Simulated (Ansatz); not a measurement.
Two isomers of CH5FOSi2: A = `OC1(F)[SiH2][SiH2]1`, B = `O[Si]1(F)C[SiH2]1`.

Program: Ansatz. Geometries: PBE0-D4/def2-TZVP. ΔE: electronic, gas phase. CCSD(T)/CBS adds triple-zeta CCSD(T) − MP2 to the extrapolated MP2 energy (def2 sets, frozen cores). DFT in def2-TZVPP. B3LYP here is the variant with VWN-RPA as its local correlation; programs differ in this. One conformer a species, not always the lowest.

(1) Which isomer does CCSD(T)/CBS put lower? Give the gap. (An estimate is asked.)

(2) Give E(B) − E(A) in kcal/mol with PBE0-D4, PBE-D4, r2SCAN-D4, B3LYP, CCSD/def2-TZVPP, MP2/def2-TZVPP, HF/def2-TZVPP. (An estimate is asked.)

Largest T1 diagnostic: 0.015.

## Answers

(1) Computed: B, by 99.7 kcal/mol.

(2) Computed: PBE0-D4 -93.6, PBE-D4 -89.0, r2SCAN-D4 -96.1, B3LYP -95.1, CCSD/def2-TZVPP -99.7, MP2/def2-TZVPP -103.5, HF/def2-TZVPP -102.2. None reverses the order clearly.

From PBE to PBE0 (25 % exact exchange), in def2-TZVPP and without D4, E(B) − E(A) moves by −4.5 kcal/mol.
